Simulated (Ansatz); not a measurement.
`[Cl][InH][Cl]` → Cl• + `[Cl][InH]`• at 400 K and 1 bar (homolysis of the Cl–In bond).

Isolated molecules relaxed with PBE0-D4/def2-TZVP in Ansatz; ΔE leaves out vibrations. CBS: MP2 limit from def2 TZ/QZ plus the TZ coupled-cluster correction, frozen cores. This one scheme is used for every species, atoms too. No spin–orbit coupling; open shells (•) take unrestricted orbitals. Spin–orbit coupling would lower the free atoms: a little for Cl. def2 core potentials past Kr. For In outer-core shells are correlated without core-valence functions, so the limit isn't a true one: a few kJ/mol of doubt a bond, and 10 to 20 or more in all where bonds break to atoms.

```
        species  CCSD(T)/CBS energy (Eh)  H − E (kJ/mol)  S (J/(mol·K))
`[Cl][InH][Cl]`              -1110.06218            43.6          333.4
            Cl•               -459.70966             8.3          174.4
   `[Cl][InH]`•               -650.20002            30.3          294.5
```

H − E and S are ideal-gas, rigid-rotor, harmonic terms from PBE0-D4/def2-TZVP, with the whole ground term of open shells counted as degenerate. 1 Eh = 2625.50 kJ/mol, R = 8.31446 J/(mol·K).

Question: By hand: ΔE, ΔH, ΔS and ΔG.

Answer: ΔE = (-459.70966) + (-650.20002) − (-1110.06218) = 0.15250 Eh = 400.4 kJ/mol. Δ(H − E) = 8.3 + 30.3 − 43.6 = -5.0, so ΔH = 395.4 kJ/mol. ΔS = 174.4 + 294.5 − 333.4 = 135.5 J/(mol·K). ΔG = 395.4 − 400 × (135.5)/1000 = 341.2 kJ/mol.

Question: By hand: the equilibrium constant, and the temperature at which ΔG would vanish if ΔH and ΔS stayed fixed.

Answer: log₁₀ K = −ΔG/(RT ln 10) = -44.6. ΔG = 0 at ΔH/ΔS = 2918 K, far beyond where these terms or the molecules hold.

The number of gas molecules changes by +1, which sets the sign of ΔS. A doubt of 5 kJ/mol in ΔE shifts log₁₀ K by 0.7 here. These are equilibria of isolated gas molecules and say nothing of rates. Largest T1 diagnostic: 0.018 (customary marks: 0.02 for closed shells, 0.045 for open ones).
